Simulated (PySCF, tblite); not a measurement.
Compound: C4H2NO2S (charge -1).
Bonds: O1–C2 (double), C2–O3, C2–C4, C4–C5 (aromatic), C5–N6 (aromatic), N6–C7 (aromatic), C7–S8 (aromatic), C4–S8 (aromatic). Hydrogens: H9 on C5; H10 on C7.
Bond orders are those of one Lewis drawing.

Computed with GFN2-xTB (tblite), gas phase: Langevin dynamics at 300 K from the optimised GFN2-xTB geometry, time step 0.5 fs, friction 0.01 fs⁻¹, 2000 steps. Over the second half of the run the saved frames average 272 K.

Frame at 250 fs, instantaneous temperature 175 K:
```
atom  x, y, z in Å
O1     -2.550    0.749    0.425
C2     -1.954   -0.290    0.094
O3     -2.478   -1.307   -0.287
C4     -0.431   -0.234   -0.070
C5      0.342    0.821    0.394
N6      1.730    0.705    0.250
C7      1.978   -0.426   -0.339
S8      0.576   -1.397   -0.805
H9     -0.030    1.741    0.644
H10     2.938   -0.826   -0.491
```

Frame at 425 fs, instantaneous temperature 239 K:
```
atom  x, y, z in Å
O1     -2.343    0.777    0.697
C2     -1.957   -0.282    0.260
O3     -2.662   -1.256   -0.038
C4     -0.440   -0.385   -0.098
C5      0.551    0.520    0.143
N6      1.797    0.113   -0.188
C7      1.779   -1.069   -0.631
S8      0.206   -1.765   -0.845
H9      0.389    1.492    0.558
H10     2.595   -1.632   -1.036
```

Frame at 625 fs, instantaneous temperature 189 K:
```
atom  x, y, z in Å
O1     -2.481    0.783    0.617
C2     -2.042   -0.350    0.371
O3     -2.563   -1.483    0.276
C4     -0.495   -0.444    0.139
C5      0.633    0.163    0.620
N6      1.834   -0.225    0.129
C7      1.658   -1.240   -0.668
S8     -0.022   -1.725   -0.943
H9      0.652    0.936    1.317
H10     2.405   -1.722   -1.296
```

Frame at 800 fs, instantaneous temperature 363 K:
```
atom  x, y, z in Å
O1     -2.679    0.890    0.580
C2     -2.310   -0.285    0.391
O3     -2.928   -1.369    0.462
C4     -0.844   -0.279    0.084
C5      0.065    0.677    0.509
N6      1.389    0.402    0.371
C7      1.542   -0.755   -0.143
S8      0.086   -1.609   -0.551
H9     -0.134    1.707    0.907
H10     2.512   -1.225   -0.251
```

Frame at 1000 fs, instantaneous temperature 427 K:
```
atom  x, y, z in Å
O1     -3.139    1.102   -0.230
C2     -2.688   -0.039   -0.144
O3     -3.251   -1.129    0.099
C4     -1.126   -0.146    0.009
C5     -0.302    0.666    0.748
N6      0.985    0.235    0.931
C7      1.085   -0.956    0.411
S8     -0.361   -1.651   -0.301
H9     -0.480    1.677    1.097
H10     2.042   -1.452    0.445
```

Task: What do single points at PBE0/pcSseg-1 (PySCF, gas phase) give on these frames?

Result: 
| t (fs) | GFN2-xTB E above start (eV) | DFT E above lowest frame (eV) | HOMO (eV) | LUMO (eV) |
| --- | --- | --- | --- | --- |
| 250 | 0.38 | 0.21 | -1.53 | 2.79 |
| 425 | 0.17 | 0.00 | -1.58 | 3.00 |
| 625 | 0.19 | 0.02 | -1.97 | 2.95 |
| 800 | 0.21 | 0.02 | -1.76 | 2.87 |
| 1000 | 0.21 | 0.09 | -1.82 | 2.97 |

Both levels order the frames alike by energy; measured from each level's lowest frame they differ by 0.05 eV at most. The HOMO–LUMO gap runs from 4.32 to 4.92 eV. These are instantaneous structures, not minima.

Task: And the isotropic GIAO shieldings (ppm) from the same runs?

Result: 
| atom | 250 fs | 425 fs | 625 fs | 800 fs | 1000 fs | mean | range |
| --- | --- | --- | --- | --- | --- | --- | --- |
| O1 | 17.9 | 21.1 | -8.5 | -25.6 | -1.2 | 0.7 | 46.7 |
| C2 | 27.1 | 27.9 | 21.9 | 21.1 | 22.3 | 24.1 | 6.8 |
| O3 | -31.0 | -12.5 | -40.7 | -26.7 | -49.7 | -32.1 | 37.2 |
| C4 | 24.4 | 22.2 | 10.7 | 28.3 | 18.6 | 20.8 | 17.6 |
| C5 | 30.6 | 45.0 | 53.7 | 35.7 | 43.4 | 41.7 | 23.1 |
| N6 | -108.7 | -81.0 | -92.1 | -88.6 | -99.9 | -94.1 | 27.7 |
| C7 | 30.5 | 42.3 | 29.1 | 37.0 | 29.5 | 33.7 | 13.2 |
| S8 | 233.9 | 237.4 | 175.0 | 248.4 | 239.4 | 226.8 | 73.4 |
| H9 | 24.4 | 24.1 | 25.0 | 23.1 | 24.0 | 24.1 | 1.9 |
| H10 | 24.1 | 24.3 | 23.8 | 23.9 | 24.0 | 24.0 | 0.5 |

What follows is the cost of the whole dynamics run. Time: 10 s wall; peak memory 0.18 GiB. Hardware: Arm Neoverse V1, one thread, shared host.
